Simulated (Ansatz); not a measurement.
Consider the hydrogenolysis of a C–Si bond: `[SiH3]/C=C/[SiH3]` + H₂ → `C=C[SiH3]` + SiH₄.

Program: Ansatz. Geometries: PBE0-D4/def2-TZVP. ΔE: electronic, gas phase. CCSD(T)/CBS is the MP2 limit (def2-TZVPP, def2-QZVPP) plus CCSD(T) − MP2 in def2-TZVPP, frozen cores. This one scheme is used for every species. DFT in def2-TZVPP.

`[SiH3]/C=C/[SiH3]`:

Z-matrix (Å, degrees):
```
Si
C 1 1.864
H 1 1.488 2 110.6
H 1 1.486 2 108.8 3 120.4
H 1 1.488 2 110.6 3 -119.2
C 2 1.337 1 123.6 3 -120.6
H 2 1.091 1 118.1 3 59.4
Si 6 1.864 2 123.6 1 -180.0
H 6 1.091 2 118.3 1 0.0
H 8 1.488 6 110.6 2 -120.5
H 8 1.488 6 110.6 2 120.3
H 8 1.486 6 108.8 2 -0.1
```

H₂:

```xyz
2

H    -0.260   -0.002   -0.268
H     0.260    0.002    0.268
```

`C=C[SiH3]`:

Z-matrix (Å, degrees):
```
Si
C 1 1.859
H 1 1.488 2 110.8
H 1 1.487 2 109.0 3 -120.3
H 1 1.488 2 110.8 3 119.3
C 2 1.330 1 123.1 3 120.2
H 2 1.089 1 118.8 3 -59.8
H 6 1.087 2 122.2 1 -180.0
H 6 1.087 2 121.7 1 0.0
```

SiH₄:

Cartesian coordinates in Å:
```
Si 0.000 0.000 0.000
H 1.160 -0.580 -0.722
H -0.698 -1.070 0.756
H -0.938 0.608 -0.978
H 0.476 1.043 0.944
```

Task: Is it downhill or uphill in electronic energy at CCSD(T)/CBS, and by how much? (Best estimate.)

Result: The calculation gave: Downhill: ΔE = -21.2 kJ/mol.

Task: What do these levels give: PBE-D4, BLYP-D4, CAM-B3LYP, SCS-MP2/def2-QZVPP, HF/CBS(def2), CCSD/CBS(def2)? (Estimate.)

Result: Ansatz gave: PBE-D4 -17.6, BLYP-D4 -18.5, CAM-B3LYP -33.2, SCS-MP2/def2-QZVPP -22.2, HF/CBS(def2) -46.3, CCSD/CBS(def2) -26.1 kJ/mol.

Largest T1 diagnostic among the species: 0.012.

At CCSD(T), def2-SVP lies −13.4 kJ/mol from the extrapolated value and def2-TZVPP −3.4 kJ/mol. From PBE to PBE0 (25 % exact exchange), in def2-TZVPP and without D4, ΔE moves by −3.5 kJ/mol.
